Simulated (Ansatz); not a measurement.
Relaxation of H9NOSi2 (13 atoms, charge 0, multiplicity 1), to a largest force component of 0.03 eV/Å in at most 50 steps.

Level of theory: Ansatz 0.2.0, RKS PBE-D4/def2-mTZVP.

```xyz
13
Properties=species:S:1:pos:R:3
Si -0.619 0.754 -0.599
O 1.356 -0.082 1.604
H -1.701 1.123 -1.586
H -0.521 1.912 0.349
Si -1.152 -1.262 0.486
H 1.789 0.169 0.766
N 1.004 0.597 -1.366
H 1.286 0.755 2.099
H -2.394 -1.843 -0.135
H -0.055 -2.263 0.295
H -1.435 -1.057 1.939
H 1.126 -0.223 -1.964
H 1.316 1.420 -1.888
```

Q: Where does it end, and by what steps?

A: It converged. After 17 steps the energy has fallen by 0.097 eV; H4 moved furthest, 0.82 Å.

| step | energy less start (eV) | largest force component (eV/Å) | accepted |
| --- | --- | --- | --- |
| 0 | 0.0000 | 0.446 | yes |
| 1 | -0.0053 | 1.375 | yes |
| 2 | 0.0104 | 0.911 | no |
| 3 | -0.0407 | 0.818 | yes |
| 4 | -0.0709 | 0.369 | yes |
| 5 | -0.0774 | 0.138 | yes |
| 6 | -0.0825 | 0.090 | yes |
| 7 | -0.0868 | 0.143 | yes |
| 8 | -0.0898 | 0.178 | yes |
| 9 | -0.0915 | 0.148 | yes |
| 10 | -0.0932 | 0.108 | yes |
| 11 | -0.0947 | 0.070 | yes |
| 12 | -0.0956 | 0.082 | yes |
| 13 | -0.0962 | 0.052 | yes |
| 14 | -0.0966 | 0.050 | yes |
| 15 | -0.0968 | 0.049 | yes |
| 16 | -0.0970 | 0.032 | yes |
| 17 | -0.0970 | 0.021 | yes |

```xyz
13
Properties=species:S:1:pos:R:3
Si -0.753 0.679 -0.806
O 1.720 -0.394 1.372
H -1.538 0.566 -2.087
H -1.168 1.963 -0.151
Si -1.213 -1.178 0.568
H 1.654 0.221 0.594
N 0.999 0.844 -1.069
H 1.688 0.194 2.149
H -2.632 -1.575 0.262
H -0.338 -2.341 0.224
H -1.142 -0.855 2.024
H 1.423 0.122 -1.658
H 1.303 1.754 -1.423
```

Whether the end is a true minimum wasn't checked by a vibrational analysis.

The run took 39 s on 4 threads of Arm Neoverse N1, on a shared host, peak memory 0.16 GiB.
